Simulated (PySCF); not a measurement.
Spin-rotation constants: `C[As](C)[PH-]`, [C₂H₇AsP]-, charge -1

Molfile (atoms numbered from 1):
```
C2H7AsP
     RDKit          3D

 11 10  0  0  0  0  0  0  0  0999 V2000
    1.5114   -0.3033    0.3228 C   0  0  0  0  0  0  0  0  0  0  0  0
   -0.1512    0.2583    1.2792 As  0  0  0  0  0  3  0  0  0  0  0  0
   -1.3442   -0.6931   -0.0157 C   0  0  0  0  0  0  0  0  0  0  0  0
   -0.3349    2.4107    0.5911 P   0  0  0  0  0  0  0  0  0  0  0  0
    2.3632    0.1970    0.8077 H   0  0  0  0  0  0  0  0  0  0  0  0
    1.6603   -1.3973    0.3600 H   0  0  0  0  0  0  0  0  0  0  0  0
    1.4779    0.0258   -0.7290 H   0  0  0  0  0  0  0  0  0  0  0  0
   -1.1579   -0.3337   -1.0412 H   0  0  0  0  0  0  0  0  0  0  0  0
   -2.3856   -0.4503    0.2449 H   0  0  0  0  0  0  0  0  0  0  0  0
   -1.2055   -1.7888    0.0221 H   0  0  0  0  0  0  0  0  0  0  0  0
   -0.6260    2.8524    1.9315 H   0  0  0  0  0  0  0  0  0  0  0  0
  1  2  1  0
  2  3  1  0
  2  4  1  0
  1  5  1  0
  1  6  1  0
  1  7  1  0
  3  8  1  0
  3  9  1  0
  3 10  1  0
  4 11  1  0
M  CHG  1   4  -1
M  END
```

Level of theory: PySCF 2.14.0, GIAO B3LYP/cc-pVDZ magnetisability, rotational g tensor and spin-rotation constants, non-relativistic, gas phase. Geometry: PBE0-D3(BJ)/def2-SVP.

The calculation is non-relativistic, which matters for the atoms heavier than Zn. For an ion the centre-of-mass motion in the field is neglected. The highest occupied orbital is unbound at this level, so the values depend on the basis.

Task: Give the nuclear spin-rotation constants along the inertial axes (H = +C I·J) beside the isotropic shieldings.

Result: Rotational constants 4.7474, 2.5897, 2.2070 GHz. A star marks the isotopologue with that one atom substituted, in its own axes.
```
atom  isotope  Caa (kHz)  Cbb (kHz)  Ccc (kHz)  mean (kHz)  σ (ppm)
 As2     75As      6.542      3.174      3.948       4.554   1478.5
  P4      31P      3.025      2.833      3.310       3.056    529.2
  H5       1H     -0.409      0.033     -0.193      -0.190     31.3
  H6       1H      0.157     -0.241     -0.200      -0.095     30.7
  H7       1H     -0.467     -0.250      0.085      -0.211     31.1
  H8       1H     -0.468     -0.252      0.084      -0.212     31.2
  H9       1H     -0.422      0.044     -0.197      -0.192     31.3
 H10       1H      0.158     -0.239     -0.199      -0.093     30.6
 H11       1H     -0.425     -0.240      0.060      -0.201     31.7
  C1     13C*      0.654      0.366      0.361       0.461    167.0
```
For the geometry as given, no vibrational averaging.
